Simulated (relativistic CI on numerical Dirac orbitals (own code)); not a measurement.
# One change at a time: Cu3+

Base calculation: Dirac-Coulomb-Breit CI, separate exchange-only KLI orbitals for each configuration, model QED, valence Slater integrals scaled by 0.85, P86 correlation energy added to each configuration.

Configurations in the expansion (outside the closed core [Ne] 3s2): 3p⁶3d⁸, 3p⁶3d⁷4s, 3p⁶3d⁷4p, 3p⁶3d⁷4d, 3p⁶3d⁷5s, 3p⁶3d⁶4s², 3p⁶3d⁷5p, 3p⁶3d⁷4f, 3p⁵3d⁹, 3p⁶3d⁷5d, 3p⁶3d⁶4s4p, 3p⁶3d⁷5f, 3p⁶3d⁷5g, 3p⁶3d⁶4p². Levels of other configurations are missing.

Variants: (1) no correlation estimate; (2) self-excluded LDA correlation estimate; (3) Breit term removed; (4) one mean potential for all configurations. Shifts of the energy above 3p⁶3d⁸ ³F4, in cm⁻¹, for the lowest level and the first level of each name with at least 55 % of one term (blank where a level changes its place among those of its configuration and J or its character, or is not in the variant):

```tsv
Level	Base	Δ(1)	Δ(2)	Δ(3)	Δ(4)	Measured
3p⁶3d⁸ ³F4	0.0	0.0	0.0	0.0	0.0	0.0
3p⁶3d⁸ ³F3	1799.3	-0.2	+0.1	+105.3	-73.6	1861.4
3p⁶3d⁸ ³F2	2987.7	-0.3	+0.1	+170.0	-116.6	3077.6
3p⁶3d⁸ ¹D2	16861.3	+2.1	-1.3	-28.3	-48.3	16248.0
3p⁶3d⁸ ³P2	20078.2	-8.8	+3.7	+129.6	-175.4	19696.6
3p⁶3d⁸ ³P1	20434.5	-12.0	+5.2	+35.1	-182.9	20096.6
3p⁶3d⁸ ³P0	20757.4	-12.0	+5.2	+60.0	-191.7	20422.6
3p⁶3d⁸ ¹G4	25922.8	-0.3	-0.1	+140.5	-131.1	26913.0
3p⁶3d⁸ ¹S0	61884.7	-12.9	+3.9	-10.5	-225.4	61456.4
3p⁶3d⁷4s ⁵F5	118589.1	-6081.7	+280.7	-144.3	+794.1	119632.4
3p⁶3d⁷4s ⁵F4	119850.9	-6081.7	+280.7	-105.2	+839.2	120918.7
3p⁶3d⁷4s ⁵F3	120843.0	-6081.7	+280.7	-71.1	+871.6	121929.8
3p⁶3d⁷4s ⁵F2	121563.6	-6081.7	+280.7	-46.2	+893.4	122663.8
3p⁶3d⁷4s ⁵F1	122031.9	-6081.7	+280.7	-30.7	+906.9	123139.8
3p⁶3d⁷4s ³F4	127321.9	-6087.2	+285.8	-135.7	+1240.4	128343.3
3p⁶3d⁷4s ³F3	129012.2	-6087.2	+285.7	-74.4	+1299.3	130060.3
3p⁶3d⁷4s ³F2	130154.0	-6087.2	+285.7	-35.2	+1334.6	131218.6
3p⁶3d⁷4s ⁵P3	139388.4	-6084.1	+285.6	-191.0	+527.7	139695.3
3p⁶3d⁷4s ⁵P2	139787.8	-6084.0	+285.5	-191.0	+532.2	140065.7
3p⁶3d⁷4s ⁵P1	140406.3	-6084.1	+285.6	-123.6	+562.0	140715.0
3p⁶3d⁷4s ³G5	141681.2	-6083.1	+281.5	-99.6	+608.3	144065.9
3p⁶3d⁷4s ³G4	142354.7	-6083.1	+281.6	-73.7	+634.0	144749.0
```

For a near-neutral ion this model can misplace configurations by up to about 10,000 cm⁻¹ (more where the count of f electrons changes) and terms by 10 to 25 % of their spread. Rates follow the energies as ν³ (E1, M1) or ν⁵ (E2), so they and the lifetimes can be off by large factors. The fine structure of a lone outer electron comes out too small, for d and f at times inverted, and misplaced configurations move strength between like terms. 63 of the 66 excited levels that our extract of the measured tables holds in this range could be paired (the sources list more); they are missed by 1697 cm⁻¹ on average and 3180 at most, and levels without a partner can miss by more.

Measured levels: Sugar and Musgrove, J. Phys. Chem. Ref. Data 19, 527 (1990).

Ionisation energy from the two ground configurations alone: base 56.7 eV; no correlation estimate 55.33 eV; self-excluded LDA correlation estimate 57.2 eV. The NIST ASD value (semi-empirical) is 57.38 eV.
